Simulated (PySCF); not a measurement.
## Steps of a relaxation of [OsOCl4]2+

[OsOCl4]2+ (singlet). PySCF 2.14.0, RKS BP86, Os def2-SVP with ECP60, O def2-SVP, Cl def2-SVP; non-relativistic Hamiltonian with scalar-relativistic core potentials where named; density fitting; no spin-orbit coupling. Origin of the start: template. Columns: position (Å) and force (eV/Å). Energies are counted from the last step; some of the 7 steps are shown. Forces carry noise of the integration grid, about 0.01 to 0.03 eV/Å.

Run from Python with OMP_NUM_THREADS=2. Where DIIS fails, smearing, a level shift and second-order steps follow.
It took 3.5 min on 2 threads of Arm Neoverse N1, on a shared host, from the converged density of the start.

```xyz
6
step 0  E = 2.410 eV
Os    0.0000    0.0000    0.1314     0.00    0.00  -20.28
O     0.0000    0.0000    1.5966     0.00    0.00   22.51
Cl    2.1193    0.0000   -0.3630     2.38    0.00   -0.56
Cl    0.0000    2.1193   -0.3630     0.00    2.38   -0.56
Cl   -2.1193    0.0000   -0.3630    -2.38    0.00   -0.56
Cl    0.0000   -2.1193   -0.3630     0.00   -2.38   -0.56
```

```xyz
6
step 2  E = 0.079 eV
Os    0.0000    0.0000    0.0678     0.00    0.00    2.81
O     0.0000    0.0000    1.8005     0.00    0.00   -2.07
Cl    2.1963    0.0000   -0.3980     0.32    0.00   -0.18
Cl    0.0000    2.1963   -0.3980     0.00    0.32   -0.19
Cl   -2.1963    0.0000   -0.3980    -0.32    0.00   -0.18
Cl    0.0000   -2.1963   -0.3980     0.00   -0.32   -0.19
```

```xyz
6
step 4  E = 0.000 eV
Os    0.0000    0.0000    0.1110     0.00    0.00    0.03
O     0.0000    0.0000    1.7959     0.00    0.00   -0.04
Cl    2.2070    0.0000   -0.4077    -0.02    0.00    0.00
Cl    0.0000    2.2070   -0.4077     0.00   -0.02    0.00
Cl   -2.2070    0.0000   -0.4077     0.02    0.00    0.00
Cl    0.0000   -2.2070   -0.4077     0.00    0.02    0.00
```

Question: Where does the relaxation end?

Answer: It converges at step 6 in C4v:
```xyz
6
step 6  E = 0
Os    0.0000    0.0000    0.1118
O     0.0000    0.0000    1.7960
Cl    2.2054    0.0000   -0.4079
Cl    0.0000    2.2054   -0.4079
Cl   -2.2054    0.0000   -0.4079
Cl    0.0000   -2.2054   -0.4079
```

Question: How did the contacts change?

Answer: 
```
     contact  start (Å)  end (Å)
  Os1–O2 (O)      1.465    1.684
Os1–Cl3 (Cl)      2.176    2.266
Os1–Cl4 (Cl)      2.176    2.266
Os1–Cl5 (Cl)      2.176    2.266
Os1–Cl6 (Cl)      2.176    2.266
```


The relaxed state isn't the lowest spin state tried at its geometry.
